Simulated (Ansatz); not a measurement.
Consider the stannylene formation by 1,1-elimination: `[NH2][SnH]([OH])[F]` → NH₃ + `[OH][Sn][F]`.

Calculated with Ansatz (gas phase, PBE0-D4/def2-TZVP geometries, no zero-point term in ΔE). CCSD(T)/CBS is the MP2 limit (def2-TZVPP, def2-QZVPP) plus CCSD(T) − MP2 in def2-TZVPP, frozen cores. This one scheme is used for every species. Functionals use def2-TZVPP. def2 core potentials past Kr. For Sn outer-core shells are correlated without core-valence functions, which leaves a few kJ/mol of doubt a bond. Each species was taken in one conformer, which may not be the lowest.

`[NH2][SnH]([OH])[F]`:

```xyz
8

N     0.555   -0.909    1.157
Sn    0.079   -0.035   -0.568
O     0.202    1.874   -0.217
F    -1.786   -0.253   -1.017
H     0.466   -1.916    1.174
H     0.071   -0.523    1.957
H     0.959   -0.593   -1.904
H    -0.546    2.356   -0.582
```

NH₃:

Cartesian coordinates in Å:
```
N 0.217 0.026 -0.178
H -0.053 -0.942 -0.051
H 0.437 0.395 0.739
H -0.601 0.521 -0.510
```

`[OH][Sn][F]`:

```xyz
4

O     0.701   -0.061    0.631
Sn   -0.674    0.616   -0.606
F    -1.244   -1.159   -1.121
H     1.217    0.603    1.096
```

CCSD(T)/CBS gives -36.5 kJ/mol.

(1) Another level gave -39.3 kJ/mol. Which?
A. PBE-QIDH/def2-TZVPP
B. r2SCAN0/def2-TZVPP
C. RPA@PBE/def2-TZVPP
D. PBE0/def2-TZVPP

(2) What do rigid-rotor, harmonic-oscillator terms from PBE0-D4/def2-TZVP frequencies (298.15 K, 1 bar) make of the CCSD(T)/CBS value? (Best estimate.)

Largest T1 diagnostic among the species: 0.018.

Answers

(1) C. RPA@PBE/def2-TZVPP -39.3, r2SCAN0 -33.9, PBE0 -44.6, PBE-QIDH -27.2 kJ/mol.

(2) Computed: ΔZPE = +4.6 kJ/mol, ΔH = -29.5 kJ/mol, ΔS = 137 J/(mol·K), ΔG = -70.3 kJ/mol.

From PBE to PBE0 (25 % exact exchange), in def2-TZVPP and without D4, ΔE moves by +18.1 kJ/mol. At CCSD(T), def2-SVP lies +5.4 kJ/mol from the extrapolated value and def2-TZVPP +5.5 kJ/mol.
